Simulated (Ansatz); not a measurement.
C3H6BCl can be A, `C/C=C\BCl`, or B, `CB/C=C/Cl`.

Isolated molecules relaxed with PBE0-D4/def2-TZVP in Ansatz; ΔE leaves out vibrations. CBS: MP2 limit from def2 TZ/QZ plus the TZ coupled-cluster correction, frozen cores. Double bonds are as drawn, so ΔE can hold a change between cis and trans. DFT in def2-TZVPP. B3LYP here is the variant with VWN-RPA as its local correlation; programs differ in this. One conformer a species, not always the lowest.

A:

Z-matrix (Å, degrees):
```
C
C 1 1.484
H 1 1.095 2 110.0
H 1 1.095 2 110.0 3 -116.4
H 1 1.088 2 112.9 3 121.8
C 2 1.345 1 127.7 3 -121.8
H 2 1.091 1 114.3 3 58.2
B 6 1.526 2 124.9 1 0.0
H 6 1.088 2 116.6 1 -180.0
Cl 8 1.755 6 119.4 2 -180.0
H 8 1.192 6 125.0 2 0.0
```

B:

Z-matrix (Å, degrees):
```
C
B 1 1.560
H 1 1.091 2 117.2
H 1 1.097 2 109.1 3 123.3
H 1 1.097 2 109.0 3 -123.1
C 2 1.543 1 125.3 3 0.4
H 2 1.202 1 117.5 3 -179.7
C 6 1.333 2 121.2 1 -0.2
H 6 1.087 2 121.2 1 179.8
Cl 8 1.715 6 124.4 2 -180.0
H 8 1.083 6 123.5 2 0.0
```

(1) Which isomer does CCSD(T)/CBS put lower? Give the gap. (Best estimate.)

(2) Give E(B) − E(A) in kcal/mol with B3LYP-D4, r2SCAN-D4, CCSD/def2-TZVPP, ωB97M-V, HF/def2-TZVPP, B3LYP, PBE0-D4. (Estimate.)

Largest T1 diagnostic: 0.012.

## Answers

(1) Computed: A, by 26.7 kcal/mol.

(2) Computed: B3LYP-D4 26.1, r2SCAN-D4 25.9, CCSD/def2-TZVPP 27.2, ωB97M-V 26.5, HF/def2-TZVPP 28.8, B3LYP 26.1, PBE0-D4 26.2. None reverses the order clearly.

In def2-TZVPP, CCSD(T) changes the Hartree–Fock value by −1.8 kcal/mol (the triples alone add −0.3 kcal/mol) and MP2 by −1.5 kcal/mol. From PBE to PBE0 (25 % exact exchange), in def2-TZVPP and without D4, E(B) − E(A) moves by +1.2 kcal/mol.
